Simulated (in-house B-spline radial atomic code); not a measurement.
The numbers below are computed, except where a source is named.
## C6 from the polarisability at imaginary frequency: Mg

B3LYP (VWN-RPA) linear response of the closed shell [Ne] 3s2, from an all-electron radial atomic-structure program (B-spline basis); non-relativistic, point nucleus, no spin-orbit coupling.

The dispersion coefficient of two like species is C6 = (3/π) ∫ α(iu)² du from 0 to ∞.

| u (hartree) | α(iu) (bohr³) |
| --- | --- |
| 0 | 72.29 |
| 0.03 | 69.8 |
| 0.07 | 60.61 |
| 0.12 | 46.31 |
| 0.2 | 28.57 |
| 0.3 | 16.57 |
| 0.45 | 8.73 |
| 0.7 | 4.165 |
| 1 | 2.322 |
| 1.5 | 1.252 |
| 2.5 | 0.6148 |
| 5 | 0.2345 |

(1) Fit one oscillator, α(iu) = α(0)/(1 + u²/ω²), through u = 0.2 and estimate C6.

(2) How does that compare with the full integral?

Answers

(1) From α(0)/α(iu) − 1 = 72.29/28.57 − 1 = 1.5303, ω = u/√1.5303 = 0.1617 hartree (4.4 eV). London's formula gives C6 = (3/4) α(0)² ω = 0.75 × 72.29² × 0.1617 = 633.7 hartree·bohr⁶, and the oscillator holds f = α(0) ω² = 1.89 electrons, of a sum of oscillator strengths of 12.0.

(2) The program's quadrature over all excitations gives C6 = 635.8, so the single oscillator is off by -0.3 %. At the last point the fit gives α = 0.0755 against 0.235: higher excitations, and deeper shells where there are any, keep the true curve higher at large u.
